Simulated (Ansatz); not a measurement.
`C[SiH2][SiH](F)F` + HBr → `F[SiH](F)Br` + `C[SiH3]` at 400 K and 1 bar (cleavage of the Si–Si bond).

Gas-phase electronic energies from Ansatz, PBE0-D4/def2-TZVP geometries. CCSD(T)/CBS adds triple-zeta CCSD(T) − MP2 to the extrapolated MP2 energy (def2 sets, frozen cores). This one scheme is used for every species. For Br outer-core shells are correlated without core-valence functions, which leaves a few kJ/mol of doubt a bond. Scalar relativity is left out up to krypton. One conformer a species, not always the lowest.

```
           species  CCSD(T)/CBS energy (Eh)  H − E (kJ/mol)  S (J/(mol·K))
`C[SiH2][SiH](F)F`               -819.54558           217.5          410.3
               HBr              -2573.91920            27.6          207.2
     `F[SiH](F)Br`              -3062.76774            65.0          333.0
         `C[SiH3]`               -330.73916           180.9          277.1
```

H − E and S are ideal-gas, rigid-rotor, harmonic terms from PBE0-D4/def2-TZVP, for one conformer and one mirror image of each species. 1 Eh = 2625.50 kJ/mol, R = 8.31446 J/(mol·K).

By hand: ΔE, ΔH, ΔS and ΔG.

ΔE = (-3062.76774) + (-330.73916) − (-819.54558) − (-2573.91920) = -0.04212 Eh = -110.6 kJ/mol. Δ(H − E) = 65.0 + 180.9 − 217.5 − 27.6 = 0.8, so ΔH = -109.8 kJ/mol. ΔS = 333.0 + 277.1 − 410.3 − 207.2 = -7.4 J/(mol·K). ΔG = -109.8 − 400 × (-7.4)/1000 = -106.8 kJ/mol.

By hand: the equilibrium constant, and the temperature at which ΔG would vanish if ΔH and ΔS stayed fixed.

log₁₀ K = −ΔG/(RT ln 10) = 13.9. ΔG = 0 at ΔH/ΔS = 14838 K, far beyond where these terms or the molecules hold.

The number of gas molecules stays the same, so ΔS is small and ΔH decides. A doubt of 5 kJ/mol in ΔE shifts log₁₀ K by 0.7 here. Other conformers and mirror images would add mixing entropy, several J/(mol·K) or more a flexible species. Modes under 60 cm⁻¹, often nearly free rotors, make the harmonic entropy too high. These are equilibria of isolated gas molecules and say nothing of rates. Largest T1 diagnostic: 0.012 (customary marks: 0.02 for closed shells, 0.045 for open ones).
